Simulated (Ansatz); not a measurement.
`[SiH3][SiH2][NH][GeH3]` and `Cl[SiH2][NH][GeH3]` differ in one atom or group.

Ansatz, PBE0-D4/def2-TZVP geometries, multiplicity 1. Each molecule was computed in one conformer, which needn't be the lowest.

Scalar relativity is left out up to krypton.

```tsv
property	`[SiH3][SiH2][NH][GeH3]`
HOMO energy (PBE0/def2-TZVPP) / eV	-7.15
HOMO–LUMO gap (B3LYP/def2-TZVPP) / eV	6.39
size of the dipole moment (PBE/def2-TZVPP) / D	1.10
LUMO energy (PBE0/def2-TZVPP) / eV	-0.37
HOMO–LUMO gap (PBE0/def2-TZVPP) / eV	6.78
LUMO energy (PBE/def2-TZVPP) / eV	-1.21
```

(1) Give the same properties after the change, and the shifts. (Best estimate.)

## Answers

(1) The calculation gave: 
```csv
property,`Cl[SiH2][NH][GeH3]`,shift
HOMO energy (PBE0/def2-TZVPP) / eV,-7.81,-0.66
HOMO–LUMO gap (B3LYP/def2-TZVPP) / eV,7.31,0.92
size of the dipole moment (PBE/def2-TZVPP) / D,2.07,0.97
LUMO energy (PBE0/def2-TZVPP) / eV,-0.02,0.35
HOMO–LUMO gap (PBE0/def2-TZVPP) / eV,7.79,1.01
LUMO energy (PBE/def2-TZVPP) / eV,-0.86,0.35
```

With PBE0 the HOMO falls by 0.66 eV and the LUMO rises by 0.35 eV, so the gap widens by about 1.01 eV. PBE moves the HOMO by -0.56 eV and ωB97M-V by -0.76 eV. The zero-point energy changes by -58.6 kJ/mol with -9 modes. Dipoles are sizes alone; their direction can turn.

B3LYP here is the variant with VWN-RPA as its local correlation; programs differ in this.
